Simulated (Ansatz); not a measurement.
```xyz
9

C     0.623   -0.172    1.428
Ga   -1.149    0.318   -2.635
Al   -0.151    0.042   -0.346
H     1.156    0.731    1.736
H    -0.152   -0.374    2.173
H     1.332   -1.004    1.450
H    -1.298    1.181   -0.819
H    -1.034   -1.103   -1.210
H     0.673    0.382   -1.776
```

The species carries charge 0 and has multiplicity 1. The bonds changed during the relaxation, so this is another structure than the one it started from.

(1) List the ωB97M-V/def2-TZVPP orbital energies in eV (the Gaussian-basis code of Ansatz). (An estimate is asked.)

Answers

(1) Computed: Occupied: -10153.17, -1531.56, -1256.62, -1110.74, -1110.74, -1110.73, -280.79, -153.94, -116.20, -106.26, -106.26, -106.22, -75.77, -75.77, -75.67, -25.33, -25.33, -25.32, -25.30, -25.30, -21.80, -16.55, -13.61, -13.61, -11.60, -10.75, -10.75, -8.90. Lowest empty: 1.02, 1.09, 1.09, 2.52, 2.52, 2.72, 4.04, 4.66.
